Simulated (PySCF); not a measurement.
Compound: C6H7NO.
Z-matrix (Å and degrees, PBE0-D3(BJ)/def2-SVP geometry), rows numbered from 1:
```
O 
C   1  1.3822
C   2  1.5121  1  111.69
C   3  1.3991  2  123.04  1   179.72
C   4  1.3886  3  118.55  2  -179.89
C   5  1.3964  4  119.06  3    -0.04
C   6  1.3903  5  118.15  4    -0.00
N   3  1.3296  2  114.78  1    -0.23
H   1  0.9761  2  104.32  3     0.23
H   2  1.1099  1  111.43  3   121.01
H   2  1.1100  1  111.46  3  -121.06
H   4  1.0929  3  120.25  2     0.07
H   5  1.0929  4  120.43  3   179.95
H   6  1.0916  5  121.37  4   179.98
H   7  1.0954  6  120.71  5  -179.98
```

The closed-shell ground state was solved at several levels (PySCF, density fitting, gas phase, non-relativistic).

| level | basis functions | total energy (Eh) | HOMO (eV) | LUMO (eV) | gap (eV) | dipole (D) |
| --- | --- | --- | --- | --- | --- | --- |
| B3LYP/pcJ-1 | 286 | -362.8330 | -6.96 | -1.25 | 5.71 | 4.00 |
| wB97X-D/def2-SVPD | 219 | -362.4506 | -9.17 | 0.62 | 9.79 | 4.04 |
| PBE0/cc-pVDZ | 147 | -362.4263 | -7.00 | -0.84 | 6.16 | 3.62 |
| BP86/pcSseg-1 | 171 | -362.7849 | -5.80 | -2.09 | 3.71 | 3.80 |
| PBE0/def2-SVP | 147 | -362.1389 | -7.07 | -0.96 | 6.11 | 3.84 |

Question: What might LC-wPBE/pcSseg-1 (171 basis functions) give for the same quantities?

Answer: Total energy -362.5316 Eh, HOMO -9.87 eV, LUMO 1.04 eV, gap 10.91 eV, dipole 4.14 D.

Question: Over all these levels, which gives the widest orbital gap and which the narrowest?

Answer: LC-wPBE/pcSseg-1 (range-separated hybrid) has the widest, 10.91 eV, and BP86/pcSseg-1 (GGA) the narrowest, 3.71 eV. The two share the basis. From the narrowest to the widest the HOMO moves by -4.07 eV and the LUMO by +3.13 eV.

Question: How far do the dipole and the HOMO energy spread over the levels?

Answer: The dipole runs from 3.62 to 4.14 D (mean 3.91 D) and the HOMO from -9.87 to -5.80 eV.

One conformer stands for the species.

The pairwise dispersion term of wB97X-D wasn't added to the energies; at a given geometry it leaves orbitals and properties as they are.
